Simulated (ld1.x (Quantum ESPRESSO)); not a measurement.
# u(r) = r·R(r): atom against pseudo-atom (phosphorus)

Columns: radius, all-electron u(r) and pseudo u(r) of the 3s shell (level -13.95 eV) of phosphorus in the configuration [Ne] 3s2 3p3; LDA (PZ), non-relativistic, ultrasoft scheme, ld1.x (Quantum ESPRESSO) 7.5.

```json
{"r (bohr)": "0.088", "all-electron": "0.1538", "pseudo": "0.0263"}
{"r (bohr)": "0.175", "all-electron": "-0.1137", "pseudo": "0.0543"}
{"r (bohr)": "0.262", "all-electron": "-0.3153", "pseudo": "0.0862"}
{"r (bohr)": "0.350", "all-electron": "-0.3805", "pseudo": "0.1238"}
{"r (bohr)": "0.438", "all-electron": "-0.3356", "pseudo": "0.1678"}
{"r (bohr)": "0.525", "all-electron": "-0.2249", "pseudo": "0.2179"}
{"r (bohr)": "0.612", "all-electron": "-0.0818", "pseudo": "0.2743"}
{"r (bohr)": "0.700", "all-electron": "0.0723", "pseudo": "0.3367"}
{"r (bohr)": "0.788", "all-electron": "0.2209", "pseudo": "0.4028"}
{"r (bohr)": "0.875", "all-electron": "0.3541", "pseudo": "0.4698"}
{"r (bohr)": "0.962", "all-electron": "0.4693", "pseudo": "0.5361"}
{"r (bohr)": "1.050", "all-electron": "0.5661", "pseudo": "0.5996"}
{"r (bohr)": "1.138", "all-electron": "0.6435", "pseudo": "0.6572"}
{"r (bohr)": "1.225", "all-electron": "0.7017", "pseudo": "0.7058"}
{"r (bohr)": "1.312", "all-electron": "0.7437", "pseudo": "0.7442"}
{"r (bohr)": "1.400", "all-electron": "0.7714", "pseudo": "0.7714"}
{"r (bohr)": "1.487", "all-electron": "0.7863", "pseudo": "0.7863"}
{"r (bohr)": "1.575", "all-electron": "0.7907", "pseudo": "0.7907"}
{"r (bohr)": "1.662", "all-electron": "0.7860", "pseudo": "0.7860"}
{"r (bohr)": "1.750", "all-electron": "0.7740", "pseudo": "0.7740"}
{"r (bohr)": "1.838", "all-electron": "0.7562", "pseudo": "0.7562"}
{"r (bohr)": "1.925", "all-electron": "0.7342", "pseudo": "0.7342"}
{"r (bohr)": "2.012", "all-electron": "0.7087", "pseudo": "0.7087"}
{"r (bohr)": "2.100", "all-electron": "0.6805", "pseudo": "0.6805"}
{"r (bohr)": "2.188", "all-electron": "0.6506", "pseudo": "0.6506"}
{"r (bohr)": "2.275", "all-electron": "0.6201", "pseudo": "0.6201"}
```

(1) How many radial nodes do the two functions have?

(2) At about which radius was the pseudo-wave matched?

(3) Is the pseudo-wave norm-conserving?

Answers

(1) The all-electron 3s function has n − l − 1 = 2; the pseudo-wave has 0, since the states of the same l below it are removed with the core.

(2) 1.40 bohr. The columns agree to 0.0005 from 1.31 bohr on; several derivatives are matched, so the curves merge somewhat inside the radius.

(3) No, it belongs to an ultrasoft set: the norm inside the radius is not constrained, and the difference is carried by the augmentation charge.
